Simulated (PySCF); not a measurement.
# Structure elucidation problem

An unknown has the formula C5H10O2Si. Its calculated NMR data are:

$^{1}$H NMR (300 MHz, computed): δ 11.93 (d, 1H), 4.99 (m, 1H), 3.62 (m, 1H), 1.96 (m, 1H), 0.43 (m, 1H), 0.34 (m, 1H), 0.32 (d, 3H), 0.32 (m, 1H).

$^{13}$C{$^{1}$H} NMR (computed): δ 250.6 (CH), 51.3 (CH), 8.9 (CH2), 6.3 (CH2), -5.1 (CH3).

PySCF 2.14 calculation with shielding tensors at PBE0/pcSseg-1 (GIAO) and geometry from GFN2-xTB; rapidly exchanging positions averaged, no solvent, one computed conformer, non-relativistic.

Referencing at the same level of theory: $^{1}$H and $^{13}$C vs TMS.

Problem. Choose the structure that fits.
A. C[C@@H]1COCC(=O)[SiH2]1
B. C[Si@@H](C=O)OC1CC1
C. [SiH3]O[C@H]1C=COCC1
D. [SiH3]OCCC1=CCO1

Solution. B. 

The formula gives 2 degrees of unsaturation (1 ring in the answer). 5 carbon signals for 5 carbons: no two carbons are equivalent. Carbon types of the structure: 2 × CH, 2 × CH2, 1 × CH3, leaving 1 H on heteroatoms. δC 250.6: carbonyl carbon. δC 51.3, 8.9, 6.3: three-membered-ring carbon. δH 11.93: hydrogen on a carbonyl carbon. δH 3.62, 1.96, 0.43, 0.34, 0.32: hydrogen on a three-membered-ring carbon. δH 0.32: hydrogen on a methyl carbon bonded to Si; an electropositive neighbour shields it, as in TMS itself.

The others: C[C@@H]1COCC(=O)[SiH2]1 has carbons computed at 248.6, 89.2, 78.7, 23.9, 15.5, with a different DEPT pattern; [SiH3]OCCC1=CCO1 would give 5 signals for carbon-bound and other non-exchanging H, not 8; [SiH3]O[C@H]1C=COCC1 has carbons computed at 151.5, 111.5, 68.5, 66.0, 34.0, with a different DEPT pattern.

Shifts are as computed. Against solution values, carbons near 30 ppm lie about +3 ppm off and those near 130 ppm about +5 ppm. Of 1309 compounds with measured shifts, 239 miss one by over three times the rms of a fit or turn the order of signals round; such compounds aren't used in these exercises. Multiplicities follow the n + 1 count of equivalent neighbours, as no J values were calculated; m marks all less simple cases, F and P coupling included.
